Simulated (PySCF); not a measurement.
Si(Me)(OH)3 (CH6O3Si), SMILES [Si](O)(O)(O)C. Heavy atoms are numbered as in [CH3:1][Si:2]([OH:3])([OH:4])[OH:5]. Hydrogens are named by the atom that carries them.

Geometry: B3LYP-D3(BJ)/def2-SVP. A frequency run showed that this geometry is not a minimum. The values are those of a single conformer.

These are PBE/pcSseg-1 in PySCF values and carry that method's errors.

GIAO shieldings, no solvent; atoms alike by connectivity are averaged. δ = σ(ref) − σ: ¹³C against TMS (σ = 182.0 ppm); ²⁹Si against TMS (σ = 335.4 ppm); ¹⁷O against H2O (σ = 334.3 ppm); ¹H against TMS (σ = 31.49 ppm), references at their B3LYP-D3(BJ)/def2-TZVP geometries, non-relativistic.

```tsv
nucleus	atoms	count	δ (ppm)
¹³C	C1 (CH3)	1	-2.2
²⁹Si	Si2	1	-19.3
¹⁷O	O3 (OH)	3	72.1
¹H	H on O3	3	1.90
¹H	H on C1	3	0.44
```
